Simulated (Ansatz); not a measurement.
Compare A (`C[Te][AlH][SiH3]`) with its isomer B (`[SiH3][CH2][AlH][TeH]`).

Calculated with Ansatz (gas phase, PBE0-D4/def2-TZVP geometries, no zero-point term in ΔE). CBS: MP2 limit from def2 TZ/QZ plus the TZ coupled-cluster correction, frozen cores. DFT in def2-TZVPP. B3LYP here is the variant with VWN-RPA as its local correlation; programs differ in this. Elements past krypton have def2 core potentials. For Te outer-core shells are correlated without core-valence functions, which leaves a few kJ/mol of doubt a bond. One conformer a species, not always the lowest.

A:

```xyz
11

C     0.418    1.895    1.109
Te   -1.663    1.344    1.195
Al   -1.571   -0.770   -0.155
Si    0.533   -1.583   -1.116
H     0.831    1.826    2.112
H     0.948    1.226    0.436
H     0.476    2.918    0.744
H    -2.958   -1.522   -0.327
H     1.666   -0.632   -0.937
H     0.933   -2.872   -0.483
H     0.387   -1.831   -2.579
```

B:

Z-matrix (Å, degrees):
```
Si
C 1 1.868
H 1 1.491 2 110.3
H 1 1.489 2 112.3 3 120.3
H 1 1.488 2 110.1 3 -118.8
Al 2 1.946 1 113.4 3 52.1
H 2 1.095 1 109.2 3 -69.5
H 2 1.096 1 108.0 3 173.5
Te 6 2.528 2 119.8 1 70.7
H 6 1.583 2 123.8 1 -107.8
H 9 1.658 6 90.9 2 -0.1
```

Problem. Which is lower in electronic energy at CCSD(T)/CBS, and by how much? (Estimate.)

Solution. The calculation gave: B, by 9.8 kcal/mol.

Problem. Give E(B) − E(A) in kcal/mol with PBE0-D4, CCSD/def2-TZVPP, ωB97M-V, CCSD(T)/def2-TZVPP, B3LYP, r2SCAN-D4, HF/def2-TZVPP. (Best estimate.)

Solution. Ansatz gave: PBE0-D4 -8.5, CCSD/def2-TZVPP -10.7, ωB97M-V -12.7, CCSD(T)/def2-TZVPP -10.1, B3LYP -9.1, r2SCAN-D4 -10.1, HF/def2-TZVPP -11.8. None reverses the order clearly.

Largest T1 diagnostic: 0.012.

From PBE to PBE0 (25 % exact exchange), in def2-TZVPP and without D4, E(B) − E(A) moves by −1.7 kcal/mol.
